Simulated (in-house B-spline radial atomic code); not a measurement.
# LDA VWN5 excitations of the beryllium ion Be²⁺

Method: LDA VWN5. Computed with a B-spline radial code for spherical atoms: linear response of the closed shell 1s2 with the functional's adiabatic kernel; non-relativistic, point nucleus, no spin-orbit coupling, no double excitations, S, P, D and F terms only.

Command:
```bash
python run_td.py task.json out
```
Settings (radii: box in bohr, nucleus in fm):
```
Z                        4
electrons                2
configuration            1s2
hamiltonian              nr
method                   lda,vwn
box_radius               29.48
intervals                47
```

Run time, properties included: 1 thread of Intel(R) Xeon(R) Platinum 8488C (Sapphire Rapids) (shared host).

The lowest states, in the order of their Tamm-Dancoff energies; the method's threshold (minus the highest occupied level) is 130.79 eV. Labels give the largest channel, * marks a mixed state, and oscillator strengths are full-response dipole values. Semilocal kernels can invert the small singlet-triplet splittings of Rydberg terms. Energies in eV:

```csv
state,full response,Tamm-Dancoff,oscillator strength
1s → 2s 3S,109.57,109.59,-
1s → 2s 1S,111.75,111.81,-
1s → 2p 3P,?,?,-
1s → 2p 1P,114.05,114.06,0.399
1s → 3s 3S,122.92,122.93,-
1s → 3s 1S,?,?,-
1s → 3p 3P,123.81,123.81,-
1s → 3p 1P,124.06,124.06,0.0788
1s → 3d 1D,124.58,124.58,-
1s → 3d 3D,124.61,124.61,-
1s → 4s 3S,126.67,126.68,-
1s → 4s 1S,126.86,126.86,-
```

**Question.** Where does 1s → 3s 1S lie?

**Answer.** At 123.40 eV in full response, 123.42 eV in Tamm-Dancoff.

**Question.** Where does 1s → 2p 3P lie?

**Answer.** At 113.07 eV in full response, 113.08 eV in Tamm-Dancoff.

**Question.** How large is the singlet-triplet splitting of 1s → 2s (S terms) in Tamm-Dancoff?

**Answer.** 2.22 eV, from the unrounded values.

**Question.** What polarisabilities and dispersion coefficient does the method give?

**Answer.** Dipole 0.05667 bohr³, quadrupole 0.01805 bohr⁵, C6 0.01254 hartree·bohr⁶ for two such species.
